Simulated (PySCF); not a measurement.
## Carbon: a sound run and one with changed settings

Sound run: C+ [He] 2s2 2p1, C(2+) [He] 2s2. Calculation: PySCF 2.14, in x2c-SVPall (3s2p1d, 14 functions); the spin-free X2C one-electron Hamiltonian (Gaussian nucleus). In the sound run the correlated levels freeze 1s2. The sound run starts from symmetry-adapted Hartree-Fock orbitals and uses a fine grid where one is needed.

A second run was set up differently.

| species | method | sound run (hartree) | changed run (hartree) | converged |
| --- | --- | --- | --- | --- |
| C+ | UHF | -37.25916 | -37.25916 | yes |
| C+ | BP86 | -37.39003 | -37.39003 | yes |
| C+ | MN15 | -37.35966 | -37.35966 | yes |
| C+ | MP2 | -37.30096 | -37.27510 | yes |
| C+ | CCSD(T) | -37.32654 | -37.32654 | yes |
| C(2+) | UHF | -36.36599 | -36.36599 | yes |
| C(2+) | BP86 | -36.46994 | -36.46994 | yes |
| C(2+) | MN15 | -36.45760 | -36.45760 | yes |
| C(2+) | MP2 | -36.40607 | -36.37917 | yes |
| C(2+) | CCSD(T) | -36.43906 | -36.43906 | yes |

Ionisation energy of C+:

| method | sound run (eV) | changed run (eV) |
| --- | --- | --- |
| UHF | 24.304 | 24.304 |
| BP86 | 25.037 | 25.037 |
| MN15 | 24.546 | 24.546 |
| MP2 | 24.351 | 24.379 |
| SCS-MP2 | 24.305 | 24.370 |
| CCSD | 24.129 | 24.129 |
| CCSD(T) | 24.149 | 24.149 |

(1) What was changed?
A. all electrons correlated in a valence basis
B. basis contracted for another Hamiltonian
C. level shift left on
D. too few SCF iterations

Answers

(1) C. It used initial guess atom, at most 50 SCF cycles, level shift 2.0 hartree. A level shift leaves the converged SCF energy unchanged but raises the virtual orbital energies, which shrinks MP2 if it is not removed.
